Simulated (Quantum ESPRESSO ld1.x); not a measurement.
The run below uses ld1.x (Quantum ESPRESSO 7.5).

```
 &input
    zed=60.0,
    iswitch=1,
    rel=2,
    dft='B86BPBE',
    config='[Xe] 4f4 6s1',
    rel_dist='energy',
    verbosity='high',
    lsmall=.true.,
    prefix='ld1',
    max_out_wfc=37,
    file_charge='ld1.rho',
 /
```

Standard output:

```
     Program LD1 v.7.5 starts

     --------------------------- All-electron run ----------------------------

     dirac relativistic calculation

     atomic number is 60.00
     dft =B86BPBE   lsd =0 sic =0 latt =0  beta=0.20 tr2=1.0E-14
     Exchange-correlation= B86BPBE
                           (   1   4  22   4   0   0   0)
     mesh =2089 r(mesh) = 100.44953 a.u. xmin = -8.00 dx = 0.00800
     1 Ry =  13.60569312 eV, c = 137.03599908

     n l j   nl                  e(Ry)          e(Ha)          e(eV)
     Spin orbit split results
     1 0 0.5 1S 1( 2.00)   -3187.884975910   -1593.942487955 -43373.3846936
     2 0 0.5 2S 1( 2.00)    -515.723234146    -257.861617073  -7016.7720602
     2 1 0.5 2P 1( 2.00)    -487.891969859    -243.945984929  -6638.1084191
     2 1 1.5 2P 1( 4.00)    -449.658826731    -224.829413366  -6117.9200065
     3 0 0.5 3S 1( 2.00)    -112.209319954     -56.104659977  -1526.6855728
     3 1 0.5 3P 1( 2.00)    -100.331593218     -50.165796609  -1365.0808679
     3 1 1.5 3P 1( 4.00)     -92.699094853     -46.349547426  -1261.2354373
     4 0 0.5 4S 1( 2.00)     -22.652247421     -11.326123711   -308.1995270
     4 1 0.5 4P 1( 2.00)     -18.171053973      -9.085526986   -247.2297841
     4 1 1.5 4P 1( 4.00)     -16.517677789      -8.258838895   -224.7344551
     3 2 1.5 3D 1( 4.00)     -72.030968763     -36.015484381   -980.0312563
     3 2 2.5 3D 1( 6.00)     -70.381360245     -35.190680123   -957.5871891
     5 0 0.5 5S 1( 2.00)      -3.404699036      -1.702349518    -46.3232903
     5 1 0.5 5P 1( 2.00)      -2.213349005      -1.106674502    -30.1141473
     5 1 1.5 5P 1( 4.00)      -1.991307789      -0.995653894    -27.0931227
     4 2 1.5 4D 1( 4.00)      -9.158097799      -4.579048900   -124.6022682
     4 2 2.5 4D 1( 6.00)      -8.866136259      -4.433068129   -120.6299291
     4 3 2.5 4F 1( 4.00)      -0.570061638      -0.285030819     -7.7560837
     4 3 3.5 4F 1( 0.00)      -0.540448422      -0.270224211     -7.3531754
     6 0 0.5 6S 1( 1.00)      -0.603795049      -0.301897524     -8.2150501
     Averaged results
     1 0     1S 1( 2.00)   -3187.884975910   -1593.942487955 -43373.3846936
     2 0     2S 1( 2.00)    -515.723234146    -257.861617073  -7016.7720602
     2 1     2P 1( 6.00)    -462.403207774    -231.201603887  -6291.3161441
     3 0     3S 1( 2.00)    -112.209319954     -56.104659977  -1526.6855728
     3 1     3P 1( 6.00)     -95.243260974     -47.621630487  -1295.8505809
     4 0     4S 1( 2.00)     -22.652247421     -11.326123711   -308.1995270
     4 1     4P 1( 6.00)     -17.068803184      -8.534401592   -232.2328981
     3 2     3D 1(10.00)     -71.041203652     -35.520601826   -966.5648160
     5 0     5S 1( 2.00)      -3.404699036      -1.702349518    -46.3232903
     5 1     5P 1( 6.00)      -2.065321527      -1.032660764    -28.1001309
     4 2     4D 1(10.00)      -8.982920875      -4.491460437   -122.2188648
     4 3     4F 1( 4.00)      -0.553139800      -0.276569900     -7.5258504
     6 0     6S 1( 1.00)      -0.603795049      -0.301897524     -8.2150501

     final scf error:  4.7E-15 reached in  38 iterations

     Etot =  -19261.216973 Ry,   -9630.608487 Ha, -262062.207316 eV

     Ekin =   20774.314761 Ry,   10387.157380 Ha,  282648.951473 eV
     Encl =  -47037.709304 Ry,  -23518.854652 Ha, -639980.637998 eV
     Eh   =    7449.997629 Ry,    3724.998814 Ha,  101362.381501 eV
     Exc  =    -447.820059 Ry,    -223.910029 Ha,   -6092.902291 eV

     normalization and overlap integrals

     s(1S/1S) =  1.000000  <r> =   0.0236  <r2> =    0.0008  r(max) =   0.0151
     LC norm =  0.95045083 + SC norm =  0.04954917 =  1.00000000
     s(1S/2S) = -0.000000
     s(1S/3S) = -0.000000
     s(1S/4S) =  0.000000
     s(1S/5S) =  0.000000
     s(1S/6S) =  0.000000
     s(2S/2S) =  1.000000  <r> =   0.1005  <r2> =    0.0120  r(max) =   0.0852
     LC norm =  0.98917849 + SC norm =  0.01082151 =  1.00000000
     s(2S/3S) =  0.000000
     s(2S/4S) =  0.000000
     s(2S/5S) =  0.000000
     s(2S/6S) =  0.000000
     s(2P/2P) =  1.000000  <r> =   0.0842  <r2> =    0.0087  r(max) =   0.0655
     LC norm =  0.98913745 + SC norm =  0.01086255 =  1.00000000
     s(2P/3P) =  0.000000
     s(2P/4P) =  0.000000
     s(2P/5P) =  0.000000
     s(2P/2P) =  1.000000  <r> =   0.0906  <r2> =    0.0100  r(max) =   0.0703
     LC norm =  0.98983548 + SC norm =  0.01016452 =  1.00000000
     s(2P/3P) =  0.000000
     s(2P/4P) =  0.000000
     s(2P/5P) =  0.000000
     s(3S/3S) =  1.000000  <r> =   0.2659  <r2> =    0.0809  r(max) =   0.2431
     LC norm =  0.99664413 + SC norm =  0.00335587 =  1.00000000
     s(3S/4S) =  0.000000
     s(3S/5S) =  0.000000
     s(3S/6S) =  0.000000
     s(3P/3P) =  1.000000  <r> =   0.2556  <r2> =    0.0760  r(max) =   0.2317
     LC norm =  0.99670385 + SC norm =  0.00329615 =  1.00000000
     s(3P/4P) =  0.000000
     s(3P/5P) =  0.000000
     s(3P/3P) =  1.000000  <r> =   0.2680  <r2> =    0.0833  r(max) =   0.2431
     LC norm =  0.99689691 + SC norm =  0.00310309 =  1.00000000
     s(3P/4P) =  0.000000
     s(3P/5P) =  0.000000
     s(4S/4S) =  1.000000  <r> =   0.6073  <r2> =    0.4164  r(max) =   0.5676
     LC norm =  0.99895674 + SC norm =  0.00104326 =  1.00000000
     s(4S/5S) =  0.000000
     s(4S/6S) =  0.000000
     s(4P/4P) =  1.000000  <r> =   0.6238  <r2> =    0.4429  r(max) =   0.5722
     LC norm =  0.99902708 + SC norm =  0.00097292 =  1.00000000
     s(4P/5P) =  0.000000
     s(4P/4P) =  1.000000  <r> =   0.6520  <r2> =    0.4836  r(max) =   0.6003
     LC norm =  0.99909230 + SC norm =  0.00090770 =  1.00000000
     s(4P/5P) =  0.000000
     s(3D/3D) =  1.000000  <r> =   0.2394  <r2> =    0.0676  r(max) =   0.1943
     LC norm =  0.99701799 + SC norm =  0.00298201 =  1.00000000
     s(3D/4D) = -0.000000
     s(3D/3D) =  1.000000  <r> =   0.2433  <r2> =    0.0697  r(max) =   0.1974
     LC norm =  0.99707406 + SC norm =  0.00292594 =  1.00000000
     s(3D/4D) = -0.000000
     s(5S/5S) =  1.000000  <r> =   1.4741  <r2> =    2.4444  r(max) =   1.3253
     LC norm =  0.99978046 + SC norm =  0.00021954 =  1.00000000
     s(5S/6S) =  0.000000
     s(5P/5P) =  1.000000  <r> =   1.6644  <r2> =    3.1448  r(max) =   1.4472
     LC norm =  0.99982799 + SC norm =  0.00017201 =  1.00000000
     s(5P/5P) =  1.000000  <r> =   1.7547  <r2> =    3.4970  r(max) =   1.5184
     LC norm =  0.99984450 + SC norm =  0.00015550 =  1.00000000
     s(4D/4D) =  1.000000  <r> =   0.7016  <r2> =    0.5715  r(max) =   0.6149
     LC norm =  0.99924569 + SC norm =  0.00075431 =  1.00000000
     s(4D/4D) =  1.000000  <r> =   0.7117  <r2> =    0.5880  r(max) =   0.6248
     LC norm =  0.99926319 + SC norm =  0.00073681 =  1.00000000
     s(4F/4F) =  1.000000  <r> =   1.1014  <r2> =    1.6884  r(max) =   0.6608
     LC norm =  0.99962971 + SC norm =  0.00037029 =  1.00000000
     s(4F/4F) =  1.000000  <r> =   1.1216  <r2> =    1.7625  r(max) =   0.6661
     LC norm =  0.99963745 + SC norm =  0.00036255 =  1.00000000
     s(6S/6S) =  1.000000  <r> =   4.0159  <r2> =   18.0994  r(max) =   3.5454
     LC norm =  0.99996911 + SC norm =  0.00003089 =  1.00000000

     LC charge = 58.74365699 + SC charge =  0.25634301 = 59.00000000

     ------------------------ End of All-electron run ------------------------
```

Run on one thread of a shared host, so times are rough (Intel(R) Xeon(R) Processor @ 2.60GHz): 0.69 s of CPU time, 1.1 s wall, 38 iterations on 2089 mesh points.
